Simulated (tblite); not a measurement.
Compound: BH₁₃Si₆.
SMILES with atom numbers: `[SiH3:1][SiH2:2][Si@H:3]1[BH:4][SiH2:5][SiH2:6][SiH2:7]1` (hydrogens: H8, H9, H10 on Si1; H11, H12 on Si2; H13 on Si3; H14 on B4; H15, H16 on Si5; H17, H18 on Si6; H19, H20 on Si7)

Computed with GFN2-xTB (tblite), gas phase: L-BFGS steps from a force-field or distance-geometry start until the largest atomic force falls under 0.01 eV/Å.

The end geometry, which sets the zero of energy:
```
atom  x, y, z in Å
Si1     2.3015   -1.5557   -0.1431
Si2     2.3239    0.7498   -0.2337
Si3     0.2247    1.7590    0.0459
B4     -1.0578    1.4414   -1.3892
Si5    -1.7951   -0.3676   -1.5259
Si6    -2.2173   -0.8845    0.7350
Si7    -0.8524    0.6464    1.8502
H8      1.9071   -2.1511   -1.4209
H9      3.5804   -2.1729    0.2142
H10     1.3248   -2.0208    0.8502
H11     3.2571    1.2851    0.7718
H12     2.9317    1.1916   -1.5015
H13     0.4819    3.1763    0.4004
H14    -1.5595    2.3340   -1.9668
H15    -0.8496   -1.3989   -2.0018
H16    -2.9773   -0.5926   -2.3799
H17    -3.6313   -0.7509    1.1180
H18    -1.9181   -2.2801    1.0776
H19    -1.6068    1.5536    2.7267
H20     0.1270    0.0486    2.7697
```

**Question.** These geometries come from the run, each turned onto the end geometry. Order them by energy, lowest first.
A.
```
atom  x, y, z in Å
Si1     2.3200   -1.6002   -0.2372
Si2     2.3523    0.7018   -0.0815
Si3     0.2561    1.7440    0.0078
B4     -1.0030    1.3933   -1.4379
Si5    -1.8567   -0.3730   -1.5111
Si6    -2.1452   -0.9200    0.7638
Si7    -0.9435    0.7791    1.8201
H8      1.4963   -2.0595   -1.3584
H9      3.6334   -2.2216   -0.4184
H10     1.7428   -2.1861    0.9762
H11     3.1121    1.0888    1.1203
H12     3.1539    1.2755   -1.1774
H13     0.5294    3.1776    0.2829
H14    -1.4389    2.2850   -2.0688
H15    -1.0361   -1.4500   -2.0910
H16    -3.1199   -0.4803   -2.2661
H17    -3.5346   -1.0226    1.2340
H18    -1.6075   -2.2541    1.0598
H19    -1.8475    1.7522    2.4504
H20    -0.0686    0.3808    2.9295
```
B.
```
atom  x, y, z in Å
Si1     2.1958   -1.4548   -0.1732
Si2     2.3541    0.8160    0.0088
Si3     0.1987    1.6788    0.0490
B4     -0.6888    1.0904   -1.5600
Si5    -2.0364   -0.3150   -1.4240
Si6    -2.0379   -1.0178    0.7822
Si7    -0.8791    0.6650    1.8363
H8      1.4135   -1.7635   -1.3717
H9      3.5370   -2.0033   -0.2787
H10     1.5068   -1.9736    0.9988
H11     3.0309    1.1685    1.2446
H12     3.0310    1.3743   -1.1538
H13     0.2385    3.1128    0.2506
H14    -0.3865    1.5147   -2.5976
H15    -1.6977   -1.4692   -2.2614
H16    -3.3737    0.1952   -1.7445
H17    -3.3787   -1.1164    1.3183
H18    -1.2766   -2.2508    0.8862
H19    -1.8110    1.6270    2.3831
H20     0.0549    0.1325    2.8037
```
C.
```
atom  x, y, z in Å
Si1     2.3258   -1.5659   -0.2028
Si2     2.3261    0.7355   -0.0243
Si3     0.1904    1.7433    0.0546
B4     -0.8378    1.2944   -1.5520
Si5    -1.9356   -0.3522   -1.4783
Si6    -2.0794   -0.9716    0.7784
Si7    -0.9855    0.7794    1.8511
H8      1.5286   -1.9777   -1.3587
H9      3.6501   -2.1574   -0.3810
H10     1.7464   -2.2320    0.9626
H11     3.0843    1.1492    1.1679
H12     3.0870    1.3390   -1.1366
H13     0.4688    3.1855    0.2718
H14    -0.9668    2.0580   -2.4425
H15    -1.4600   -1.5034   -2.2639
H16    -3.2934   -0.1324   -2.0214
H17    -3.4628   -1.1611    1.2195
H18    -1.4530   -2.2557    1.1177
H19    -1.8723    1.7166    2.5433
H20    -0.0661    0.3193    2.8916
```
D.
```
atom  x, y, z in Å
Si1     2.2186   -1.4576   -0.1809
Si2     2.3597    0.8363   -0.0036
Si3     0.1648    1.7521    0.0514
B4     -0.6810    1.1230   -1.6153
Si5    -2.0289   -0.3280   -1.4542
Si6    -2.0636   -1.0311    0.7827
Si7    -0.8984    0.6672    1.8666
H8      1.4200   -1.8107   -1.3663
H9      3.5363   -2.0954   -0.2890
H10     1.5198   -2.0267    0.9828
H11     3.0951    1.2197    1.2308
H12     3.1145    1.4152   -1.1412
H13     0.2717    3.2297    0.2480
H14    -0.3774    1.5621   -2.6679
H15    -1.7595   -1.4896   -2.3341
H16    -3.3936    0.1558   -1.8007
H17    -3.4186   -1.2148    1.3558
H18    -1.3322   -2.3167    0.9314
H19    -1.8130    1.6430    2.5045
H20     0.0605    0.1771    2.8959
```
E.
```
atom  x, y, z in Å
Si1     2.2472   -1.5759   -0.2040
Si2     2.3138    0.7299   -0.1243
Si3     0.2271    1.7880    0.0282
B4     -1.0153    1.4175   -1.4284
Si5    -1.7832   -0.3866   -1.5200
Si6    -2.1362   -0.9163    0.7471
Si7    -0.8961    0.7338    1.8404
H8      1.5237   -2.0541   -1.3841
H9      3.5530   -2.2352   -0.2457
H10     1.5420   -2.1119    0.9644
H11     3.1427    1.1604    1.0154
H12     3.0623    1.2409   -1.2867
H13     0.4981    3.2186    0.3178
H14    -1.4802    2.2892   -2.0657
H15    -0.8815   -1.4298   -2.0471
H16    -3.0011   -0.5833   -2.3295
H17    -3.5489   -0.9062    1.1528
H18    -1.7038   -2.2725    1.1035
H19    -1.7303    1.6597    2.6203
H20     0.0616    0.2445    2.8427
```

**Answer.** E (0.008 eV), A (0.017 eV), C (0.064 eV), D (0.175 eV), B (0.379 eV).

In the order of the answer:

```json
{"step": "120", "E above end (eV)": "0.008", "largest force (eV/Å)": "0.04", "rms force component (eV/Å)": "0.011", "rms distance from end (Å)": "0.205", "rms bond change (Å)": "0.002", "bond most changed (Å)": "B4–Si5 +0.005"}
{"step": "83", "E above end (eV)": "0.017", "largest force (eV/Å)": "0.08", "rms force component (eV/Å)": "0.016", "rms distance from end (Å)": "0.309", "rms bond change (Å)": "0.002", "bond most changed (Å)": "Si5–H15 -0.005"}
{"step": "46", "E above end (eV)": "0.064", "largest force (eV/Å)": "0.23", "rms force component (eV/Å)": "0.057", "rms distance from end (Å)": "0.426", "rms bond change (Å)": "0.010", "bond most changed (Å)": "Si3–Si7 -0.024"}
{"step": "7", "E above end (eV)": "0.175", "largest force (eV/Å)": "0.39", "rms force component (eV/Å)": "0.127", "rms distance from end (Å)": "0.592", "rms bond change (Å)": "0.015", "bond most changed (Å)": "Si2–Si3 +0.033"}
{"step": "3", "E above end (eV)": "0.379", "largest force (eV/Å)": "0.55", "rms force component (eV/Å)": "0.200", "rms distance from end (Å)": "0.594", "rms bond change (Å)": "0.025", "bond most changed (Å)": "Si3–Si7 -0.057"}
```

The cost below is that of the whole relaxation. On one thread, Intel Xeon at 2.50 GHz (x86_64), no GPU, shared host with 64 logical CPUs at a one-minute load of 54, this took 9.1 s of wall time.
